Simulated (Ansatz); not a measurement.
One change: `C/N=C\N` becomes `N/C=N/[SiH2]N`.

Ansatz, PBE0-D4/def2-TZVP geometries, multiplicity 1. Each molecule was computed in one conformer, which needn't be the lowest.

| property | `C/N=C\N` |
| --- | --- |
| HOMO energy (ωB97M-V/def2-TZVPP) / eV | -9.06 |
| HOMO–LUMO gap (PBE/def2-TZVPP) / eV | 5.32 |
| LUMO energy (PBE0/def2-TZVPP) / eV | 0.84 |
| HOMO–LUMO gap (PBE0/def2-TZVPP) / eV | 7.63 |
| size of the dipole moment (B3LYP/def2-TZVPP) / D | 3.21 |
| size of the dipole moment (ωB97M-V/def2-TZVPP) / D | 3.22 |

(1) What does the change do to each property? (Best estimate.)

Answers

(1) Computed: 
```json
{"property": "HOMO energy (ωB97M-V/def2-TZVPP) / eV", "`N/C=N/[SiH2]N`": "-9.11", "shift": "-0.05"}
{"property": "HOMO–LUMO gap (PBE/def2-TZVPP) / eV", "`N/C=N/[SiH2]N`": "4.87", "shift": "-0.45"}
{"property": "LUMO energy (PBE0/def2-TZVPP) / eV", "`N/C=N/[SiH2]N`": "0.47", "shift": "-0.37"}
{"property": "HOMO–LUMO gap (PBE0/def2-TZVPP) / eV", "`N/C=N/[SiH2]N`": "7.27", "shift": "-0.36"}
{"property": "size of the dipole moment (B3LYP/def2-TZVPP) / D", "`N/C=N/[SiH2]N`": "3.34", "shift": "0.13"}
{"property": "size of the dipole moment (ωB97M-V/def2-TZVPP) / D", "`N/C=N/[SiH2]N`": "3.38", "shift": "0.16"}
```

Dipoles are sizes alone; their direction can turn.

B3LYP here is the variant with VWN-RPA as its local correlation; programs differ in this.
